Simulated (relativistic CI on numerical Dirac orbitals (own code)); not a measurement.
Crystal-field levels of Os⁵⁺, 5d3

Calculated by Dirac-Coulomb-Breit CI, separate exchange-only KLI orbitals for each configuration, model QED (radiative potential, 1s self-energy scaled to tabulated hydrogen-like ionisation energies), valence Slater integrals scaled by 0.9, one configuration in a parametric crystal field (own radial code). With so little scaling, terms lie 10 to 35 % too far apart, which can change the order of excited levels.

Field parameters in Wybourne normalisation: D4h B²₀ = −7Ds, B⁴₀ = 21(Dq − Dt), B⁴₄ = 21√(5/14) Dq. The field is a parameter set, without covalency.

S is read from ⟨S²⟩ = S(S + 1).

Levels (cm⁻¹, degeneracy): 0 (2), 175 (2), 11540 (2), 14606 (2), 15701 (2), 15828 (2), 17798 (2), 21853 (2), 22577 (2), 23541 (2), 24004 (2), 25696 (2).

Q: Which field gives this pattern?
A. D4h, 10Dq = 25000, Ds = 2180, Dt = 440 cm⁻¹
B. D4h, 10Dq = 25000, Ds = 1770, Dt = 440 cm⁻¹
C. D4h, 10Dq = 25000, Ds = -680, Dt = 440 cm⁻¹
D. D4h, 10Dq = 25000, Ds = -1090, Dt = 440 cm⁻¹

A: D. D4h, 10Dq = 25000, Ds = -1090, Dt = 440 cm⁻¹, ground level with S = 1.43.
